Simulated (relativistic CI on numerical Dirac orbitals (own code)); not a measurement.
# Os²⁺: 4f photoemission

Computed with this model: Dirac-Coulomb-Breit CI, separate exchange-only KLI orbitals for each configuration, a model potential for QED, valence Slater integrals scaled by 0.7, multiplet model of photoemission in the sudden approximation; configurations [Xe] 4f14 5d6 → [Xe] 4f13 5d6; 300 K; Lorentzian 0.25 eV and Gaussian 0.5 eV FWHM. Energies are those of the free ion, without screening or charge transfer. The energies are binding energies and can lie tens of eV above those of solids. S is read from ⟨S²⟩ = S(S + 1).

Field parameters in Wybourne normalisation: D4h B²₀ = −7Ds, B⁴₀ = 21(Dq − Dt), B⁴₄ = 21√(5/14) Dq. The field is a parameter set, without covalency.

free ion: ground-state S = 1.86, centroid 77.97 eV. Peaks (eV, height): 76.7 (100), 79.8 (66).

D4h, 10Dq = 30750, Ds = 2630, Dt = 540 cm⁻¹: ground-state S = 0.17, centroid 78.29 eV. Peaks (eV, height): 77.0 (100), 79.7 (48).

Strongest unbroadened transitions for D4h, 10Dq = 30750, Ds = 2630, Dt = 540 cm⁻¹:

| Energy (eV) | Relative strength |
| --- | --- |
| 76.95 | 99.4 |
| 77.00 | 99.1 |
| 77.01 | 99.9 |
| 77.06 | 100.0 |
| 79.30 | 12.2 |
| 79.43 | 28.0 |
| 79.46 | 14.7 |
| 79.47 | 23.1 |
| 79.60 | 8.7 |
| 79.62 | 9.9 |
| 79.70 | 8.1 |
| 79.77 | 19.9 |
| 79.79 | 24.0 |
| 79.97 | 7.8 |
| 80.07 | 18.1 |
| 80.14 | 8.9 |
| 80.16 | 8.1 |
| 80.21 | 9.1 |
